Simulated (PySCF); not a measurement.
# Nuclear quadrupole coupling in `C=C(CO)[Si@@H](O)[SiH2]NC`

Compound: C4H13NO2Si2.
Numbering: `[CH2:1]=[C:2]([CH2:3][OH:4])[Si@@H:5]([OH:6])[SiH2:7][NH:8][CH3:9]` (hydrogens: H10, H11 on C1; H12, H13 on C3; H14 on O4; H15 on Si5; H16 on O6; H17, H18 on Si7; H19 on N8; H20, H21, H22 on C9)

Cartesian coordinates in Å at the GFN2-xTB level; atoms count from 1:
```xyz
22
C4H13NO2Si2 angstrom
C      2.3789   -2.0262    0.1785
C      1.9813   -0.8036   -0.1384
C      2.6974    0.4080    0.3781
O      1.9130    1.5406    0.0642
Si     0.4739   -0.3720   -1.1972
O     -0.1731   -1.7448   -1.8236
Si    -0.9597    0.8587    0.1038
N     -2.5381    0.1885   -0.1165
C     -3.7066    0.7024    0.5539
H      1.8695   -2.8929   -0.2067
H      3.2301   -2.2206    0.8162
H      2.8573    0.3373    1.4643
H      3.6834    0.4865   -0.1044
H      2.3594    2.3405    0.3581
H      0.9530    0.2103   -2.4518
H     -0.5672   -2.3999   -1.2547
H     -0.7644    0.7553    1.5630
H     -0.8932    2.3062   -0.1858
H     -2.7702   -0.1632   -1.0337
H     -4.4898   -0.0579    0.5922
H     -4.1152    1.5956    0.0672
H     -3.4302    0.9705    1.5709
```

Field gradients from the PBE0/pcSseg-1 density (PySCF, non-relativistic), principal values in atomic units, ordered |Vxx| ≤ |Vyy| ≤ |Vzz|:

```json
{"atom": "O4", "Vxx": "0.1933", "Vyy": "1.8173", "Vzz": "-2.0106"}
{"atom": "O6", "Vxx": "-0.3500", "Vyy": "-1.1226", "Vzz": "1.4727"}
{"atom": "N8", "Vxx": "0.3198", "Vyy": "0.7245", "Vzz": "-1.0443"}
```

Find the asymmetry η = (Vxx − Vyy)/Vzz and the couplings χ = eQV/h (234.96 MHz × Q in barn × V in au), with Q(17O) = −0.0256 b, Q(14N) = 0.02044 b.

```json
{"atom": "O4", "environment": "alcohol oxygen", "nucleus": "17O", "η": "0.81", "χzz (MHz)": "12.09", "χxx (MHz)": "-1.16", "χyy (MHz)": "-10.93"}
{"atom": "O6", "environment": "silanol oxygen", "nucleus": "17O", "η": "0.52", "χzz (MHz)": "-8.86", "χxx (MHz)": "2.11", "χyy (MHz)": "6.75"}
{"atom": "N8", "environment": "silicon-bound nitrogen", "nucleus": "14N", "η": "0.39", "χzz (MHz)": "-5.02", "χxx (MHz)": "1.54", "χyy (MHz)": "3.48"}
```

The tensor is traceless: Vxx + Vyy + Vzz = 0.

What is Vzz at O6 in SI units (1 au = 9.71736 × 10²¹ V/m²)?

1.4727 au = 14.310 × 10²¹ V/m².

What couplings would deuterons (Q(2H) = 0.00286 b) have in place of the hydrogens, at this geometry?

```json
{"atom": "H10", "bonded to": "C1", "bond length (Å)": "1.077", "Vzz (au)": "0.3381", "η": "0.05", "χzz (kHz)": "227"}
{"atom": "H11", "bonded to": "C1", "bond length (Å)": "1.081", "Vzz (au)": "0.3297", "η": "0.05", "χzz (kHz)": "222"}
{"atom": "H12", "bonded to": "C3", "bond length (Å)": "1.100", "Vzz (au)": "0.2828", "η": "0.08", "χzz (kHz)": "190"}
{"atom": "H13", "bonded to": "C3", "bond length (Å)": "1.101", "Vzz (au)": "0.2821", "η": "0.07", "χzz (kHz)": "190"}
{"atom": "H14", "bonded to": "O4", "bond length (Å)": "0.962", "Vzz (au)": "0.4727", "η": "0.14", "χzz (kHz)": "318"}
{"atom": "H15", "bonded to": "Si5", "bond length (Å)": "1.464", "Vzz (au)": "0.1635", "η": "0.02", "χzz (kHz)": "110"}
{"atom": "H16", "bonded to": "O6", "bond length (Å)": "0.953", "Vzz (au)": "0.5151", "η": "0.06", "χzz (kHz)": "346"}
{"atom": "H17", "bonded to": "Si7", "bond length (Å)": "1.476", "Vzz (au)": "0.1561", "η": "0.04", "χzz (kHz)": "105"}
{"atom": "H18", "bonded to": "Si7", "bond length (Å)": "1.478", "Vzz (au)": "0.1540", "η": "0.01", "χzz (kHz)": "104"}
{"atom": "H19", "bonded to": "N8", "bond length (Å)": "1.009", "Vzz (au)": "0.4189", "η": "0.19", "χzz (kHz)": "282"}
{"atom": "H20", "bonded to": "C9", "bond length (Å)": "1.092", "Vzz (au)": "0.3037", "η": "0.05", "χzz (kHz)": "204"}
{"atom": "H21", "bonded to": "C9", "bond length (Å)": "1.096", "Vzz (au)": "0.2953", "η": "0.05", "χzz (kHz)": "198"}
{"atom": "H22", "bonded to": "C9", "bond length (Å)": "1.087", "Vzz (au)": "0.3099", "η": "0.07", "χzz (kHz)": "208"}
```

The structure is a single GFN2-xTB conformer in the gas phase; no vibrational or solvent corrections. GFN2-xTB bond lengths can be off by several hundredths of an ångström, more for odd bonds, and the gradients follow them. These gradients aren't converged with respect to the basis.
